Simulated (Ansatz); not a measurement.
Calculated with Ansatz (gas phase, PBE0-D4/def2-TZVP geometries, no zero-point term in ΔE). CCSD(T)/CBS is the MP2 limit (def2-TZVPP, def2-QZVPP) plus CCSD(T) − MP2 in def2-TZVPP, frozen cores. This one scheme is used for every species. Functionals use def2-TZVPP. def2 core potentials past Kr. For Br, Hf outer-core shells are correlated without core-valence functions, which leaves a few kJ/mol of doubt a bond. Scalar relativity is left out up to krypton. Each species was taken in one conformer, which may not be the lowest.

`[OH][Hf]([F])([Cl])[Br]` + NH₃ → `[NH2][Hf]([F])([Cl])[Br]` + H₂O  (ligand exchange at the Hf–O bond)

```
    level  ΔE (kJ/mol)
r2SCAN-D4         68.4
   B97M-V         72.1
```

Question: What does CCSD(T)/CBS give? (Estimate.)

Answer: The calculation gave: +64.3 kJ/mol. The listed levels differ from it by 4.1, 7.8 kJ/mol.

Largest T1 diagnostic among the species: 0.014.

In def2-TZVPP, CCSD(T) changes the Hartree–Fock value by −8.8 kJ/mol (the triples alone add −0.9 kJ/mol) and MP2 by −8.8 kJ/mol. At CCSD(T), def2-SVP lies +11.8 kJ/mol from the extrapolated value and def2-TZVPP +1.4 kJ/mol. Leaving LDA and LC-ωPBE aside and taking each functional with its dispersion term where it has one, the values, not all of them listed here, spread over 9.7 kJ/mol, from revPBE-D4 to B97M-V.
